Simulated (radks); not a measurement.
Question: The mean radii <r> (bohr) of the occupied orbitals of an atom or ion are listed with their occupations. All-electron calculation, Dirac Kohn-Sham, PBEsol, spin-unpolarised, spherical densities, finite nucleus; Fermi nuclear charge, rms radius of each element as measured or else 0.836 A^(1/3) + 0.57 fm. Program: a radial shooting solver on a logarithmic mesh with Libxc functionals.

| orbital | occ. | <r> |
|---|---|---|
| 1s1/2 | 2 | 0.01900 |
| 2s1/2 | 2 | 0.07980 |
| 2p1/2 | 2 | 0.06613 |
| 2p3/2 | 4 | 0.07386 |
| 3s1/2 | 2 | 0.2083 |
| 3p1/2 | 2 | 0.1981 |
| 3p3/2 | 4 | 0.2125 |
| 3d3/2 | 4 | 0.1864 |
| 3d5/2 | 6 | 0.1908 |
| 4s1/2 | 2 | 0.4683 |
| 4p1/2 | 2 | 0.4747 |
| 4p3/2 | 4 | 0.5077 |
| 4d3/2 | 4 | 0.5288 |
| 4d5/2 | 6 | 0.5403 |
| 5s1/2 | 2 | 1.125 |
| 5p1/2 | 2 | 1.238 |
| 5p3/2 | 4 | 1.333 |
| 4f5/2 | 6 | 0.6636 |
| 4f7/2 | 8 | 0.6750 |

Name the element and its charge. Open shells, if any, are shared by 2j + 1.

Answer: Z = 72, hafnium, charge +4: Hf4+ in [Xe] 4f14. The 1s radius gives Z: for a bare nucleus <r> = (2 gamma + 1)/(2Z) with gamma = sqrt(1 - (Z/c)^2), 0.01876 bohr for Z = 72, and screening makes it slightly larger (0.01900 here). The occupations add up to 68, and the charge is Z minus that.
